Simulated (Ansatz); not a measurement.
Isolated molecules relaxed with PBE0-D4/def2-TZVP in Ansatz; ΔE leaves out vibrations. CCSD(T)/CBS is the MP2 limit (def2-TZVPP, def2-QZVPP) plus CCSD(T) − MP2 in def2-TZVPP, frozen cores. This one scheme is used for every species. Functionals use def2-TZVPP. B3LYP here is the variant with VWN-RPA as its local correlation; programs differ in this. For Ti outer-core shells are correlated without core-valence functions, which leaves a few kJ/mol of doubt a bond. Scalar relativity is left out up to krypton. Each species was taken in one conformer, which may not be the lowest.

Reaction (ligand exchange at a Ti–F bond): `[OH][Ti]([F])([F])[SH]` + HCl → `[OH][Ti]([F])([SH])[Cl]` + H–F

| level | ΔE (kcal/mol) | difference from CCSD(T)/CBS |
| --- | --- | --- |
| PBE-D4 | 4.4 | 2.6 |
| B3LYP-D4 | 4.4 | 2.6 |
| ωB97X-V | 6.3 | 4.5 |
| r2SCAN | 5.0 | 3.2 |
| PBE0 | 4.2 | 2.4 |
| HF/def2-TZVPP | 6.2 | 4.4 |
| MP2/def2-TZVPP | 0.8 | -1.0 |
| HF/def2-QZVPP | 6.4 | 4.6 |
| SCS-MP2/def2-QZVPP | 2.0 | 0.2 |
| MP2/CBS(def2) | -0.8 | -2.6 |
| CCSD(T)/CBS | 1.8 | 0 |

Largest T1 diagnostic among the species: 0.025, so the coupled-cluster value is less sure than usual.

From PBE to PBE0 (25 % exact exchange), in def2-TZVPP and without D4, ΔE moves by −1.1 kcal/mol. In def2-TZVPP, CCSD(T) changes the Hartree–Fock value by −2.8 kcal/mol (the triples alone add −1.5 kcal/mol) and MP2 by −5.5 kcal/mol. The D4 term adds −1.4 kcal/mol with B3LYP and −0.8 kcal/mol with PBE0; it sums over pairs of atoms, weighted by their polarisabilities, and B3LYP, whose exchange is more repulsive, gets the larger term.
